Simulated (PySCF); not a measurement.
SMILES [I][Pb-]([I])[I] (I3Pb (anion, charge -1)) (PBE0/def2-SVP optimised geometry):

```
4

Pb    -1.159    -1.445     0.000
I      1.801    -1.445     0.000
I     -1.801     1.445     0.000
I     -1.765    -2.225    -2.790
```

Computed with PBE0/def2-TZVPD, def2 effective core potentials past Kr (PySCF).

Problem. What are the frontier orbital energies?

Solution. HOMO-2 -3.46 eV, HOMO-1 -3.38 eV, HOMO -3.08 eV, LUMO 1.47 eV, LUMO+1 2.17 eV.

On the same geometry PySCF 2.14.0 with PBE/def2-TZVPD, def2 effective core potentials past Kr gives HOMO-2 -2.40 eV, HOMO-1 -2.31 eV, HOMO -2.17 eV, LUMO 0.91 eV, LUMO+1 1.61 eV.
